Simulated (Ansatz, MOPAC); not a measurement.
Reaction (SMILES): P[SiH2] (SiPH4) -> [SiH3][PH] (SiPH4)

Wanted: isomerisation energy (enthalpy at 298 K), in kcal/mol. Conventions: six Cartesian d functions in 6-31G* and its kin unless marked 5d; no dispersion term unless named; UHF or UKS for open shells; valence correlation only; spin-orbit terms left out; non-relativistic. CBS marks a two-point X^-3 extrapolation of the correlation energy; Hartree-Fock from the larger set. The bracket is a focal-point correction in the basis named. Ab initio and DFT rows: single points at B3LYP-D3(BJ) geometries (Ansatz, a program for electronic structure), with unscaled harmonic terms from B3LYP/6-31G* (Ansatz) at its own minima. Semi-empirical rows: MOPAC heats of formation at their own minima for 298 K.

```csv
species,coefficient,"E at B3LYP/6-31G* (Ansatz), Eh","E at PBE0/def2-TZVPD (Ansatz), Eh","H(298 K) - E, kcal/mol","heat of formation at PM6 (MOPAC), kcal/mol"
[SiH2]P (SiPH4),-1,-633.19925,-632.96201,24.00,-80.80
[SiH3][PH] (SiPH4),+1,-633.21090,-632.97095,23.76,-86.17
```

Coupled cluster (Ansatz) is a level with limits of its own, used here on species with T1 under 0.025 (0.045 for open shells) and stable references: RI-MP2/CBS(aug-cc-pV(T+d)Z,aug-cc-pV(Q+d)Z)+[CCSD(T)-MP2]/aug-cc-pV(T+d)Z. Value to compare with, RI-MP2/CBS(aug-cc-pV(T+d)Z,aug-cc-pV(Q+d)Z)+[CCSD(T)-MP2]/aug-cc-pV(T+d)Z (Ansatz): -7.5 kcal/mol. 1 Eh = 627.5095 kcal/mol.

Q: Compute it at each level from the table, and compare with RI-MP2/CBS(aug-cc-pV(T+d)Z,aug-cc-pV(Q+d)Z)+[CCSD(T)-MP2]/aug-cc-pV(T+d)Z (Ansatz).

A: 
- B3LYP/6-31G*: the sum of coefficient times E is -0.01165 Eh, or -7.31 kcal/mol; the thermal terms add -0.24. Result: -7.6 kcal/mol. Its difference against RI-MP2/CBS(aug-cc-pV(T+d)Z,aug-cc-pV(Q+d)Z)+[CCSD(T)-MP2]/aug-cc-pV(T+d)Z (Ansatz) is -0.1 kcal/mol.
- PBE0/def2-TZVPD: the sum of coefficient times E is -0.00894 Eh, or -5.61 kcal/mol; the thermal terms add -0.24. Result: -5.8 kcal/mol. Its difference against RI-MP2/CBS(aug-cc-pV(T+d)Z,aug-cc-pV(Q+d)Z)+[CCSD(T)-MP2]/aug-cc-pV(T+d)Z (Ansatz) is 1.7 kcal/mol.
- PM6: the sum of coefficient times heat of formation is -5.37 kcal/mol; it needs no thermal term. Its difference against RI-MP2/CBS(aug-cc-pV(T+d)Z,aug-cc-pV(Q+d)Z)+[CCSD(T)-MP2]/aug-cc-pV(T+d)Z (Ansatz) is 2.1 kcal/mol.
